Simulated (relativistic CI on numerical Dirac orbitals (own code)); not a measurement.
**Line list: Electric-dipole lines, Mn XIV**

Method of calculation: Dirac-Coulomb-Breit CI, KLI orbitals optimised for each configuration, model QED (radiative potential, 1s self-energy scaled to tabulated hydrogen-like ionisation energies), unscaled Slater integrals (own radial code, finite nucleus).

Configuration list (outside the closed core [Ne]): 3s², 3s3p, 3p², 3s3d, 3d², 3p3d, 3p4s, 3s4s, 3d4s, 3s4p, 3s4d, 3s4f, 3s5s, 3s5p, 3s5d, 4s². Levels of other configurations are missing.

```csv
λ vac (Å),Lower,Upper,A (s⁻¹),gf,Branching (%)
62.458,3s3p ³P°1 [3],3s4d ³D2 [43],2.10e+11,6.13e-01,73.3
62.881,3s3p ³P°2 [4],3s4d ³D3 [44],2.83e+11,1.17e+00,98.1
66.891,3s3p ¹P°1 [5],3s4d ¹D2 [45],2.47e+11,8.29e-01,94.9
79.915,3s3d ³D1 [11],3s4f ³F°2 [50],5.88e+11,2.82e+00,84.0
79.956,3s3d ³D2 [12],3s4f ³F°3 [51],6.23e+11,4.18e+00,88.8
80.020,3s3d ³D3 [13],3s4f ³F°4 [52],7.00e+11,6.05e+00,99.9
84.610,3s3d ¹D2 [14],3s4f ¹F°3 [53],5.51e+11,4.14e+00,78.7
207.53,3p² ¹D2 [7],3p3d ¹F°3 [25],2.18e+10,9.85e-01,52.3
240.91,3s3p ³P°1 [3],3s3d ³D2 [12],1.70e+10,7.41e-01,76.5
246.97,3s3p ³P°2 [4],3s3d ³D3 [13],2.11e+10,1.35e+00,100.0
253.31,3p² ³P1 [8],3p3d ³P°2 [19],2.18e+10,1.05e+00,68.7
255.46,3s3p ¹P°1 [5],3s3d ¹D2 [14],4.05e+10,1.98e+00,99.3
255.72,3p² ³P2 [9],3p3d ³D°3 [21],2.45e+10,1.68e+00,62.7
274.50,3p² ¹D2 [7],3p3d ¹D°2 [18],1.45e+10,8.16e-01,82.6
282.85,3p3d ³D°3 [21],3d² ³F4 [29],2.13e+10,2.30e+00,59.5
300.78,3s² ¹S0 [1],3s3p ¹P°1 [5],2.08e+10,8.48e-01,100.0
311.70,3p3d ¹F°3 [25],3d² ¹G4 [34],2.32e+10,3.04e+00,99.1
325.41,3s3p ³P°2 [4],3p² ³P2 [9],1.20e+10,9.49e-01,72.6
358.51,3s3d ¹D2 [14],3p3d ¹F°3 [25],1.55e+10,2.09e+00,37.1
406.60,3s3d ³D3 [13],3p3d ³F°4 [17],4.95e+09,1.10e+00,100.0
```

Terms are leading LS components. Brackets give the number of a level in order of energy, since labels repeat. The list gives strong lines, with weight on those to low levels, without lines whose two gauges differ by over a factor of 2.5. Levels whose partners in the same complex of configurations lie outside the list can be far off, and so can their lines. Rates are taken at the computed energies, electric ones in the length gauge.

At this charge energies of transitions that change n are usually good to better than 1 %, and those within a shell (Δn = 0) to a few per cent.

LS names give the leading component of a level, which can be under half, so a name can repeat, a term be missing and a line seem to break the LS rules.
